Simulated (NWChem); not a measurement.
**Basis-set convergence for FNa**

SMILES: [F][Na]
```xyz
2

Na     0.0000     0.0000    -0.8497
F      0.0000     0.0000     1.0385
```
Charge 0, spin multiplicity 1.

Program: NWChem. All single points use one geometry, from PBE0/def2-SVP, a minimum by its harmonic frequencies.

Quantity: vertical ionisation energy at the level ΔPBE (Δ: difference of total energies, the cation a doublet at the parent's geometry with its hole in an orbital of symmetry b2 (C2v labels); it is the state that the SCF runs reached, from PBE0 orbitals for Hartree-Fock references, and need not be the lowest).

The Pople sets run with spherical d functions. The structure started from a generated list of species. The stability of the SCF solutions was not checked.

```csv
basis,functions,vertical ionisation energy (eV)
STO-3G,14,3.41
def2-SVP,29,10.16
6-31G*,32,9.99
cc-pVDZ,32,10.20
def2-SVPD,41,10.64
6-311G**,44,10.27
aug-cc-pVDZ,50,10.57
def2-TZVPP,63,10.54
def2-TZVP,63,10.54
def2-TZVPD,75,10.61
```

Smallest basis within 0.2 eV of def2-TZVPD, the largest set run: def2-SVPD, with 41 functions against 75 (also within reach: aug-cc-pVDZ, def2-TZVPP, def2-TZVP). def2-TZVPD isn't the basis-set limit itself, and a small set can land close by cancellation.
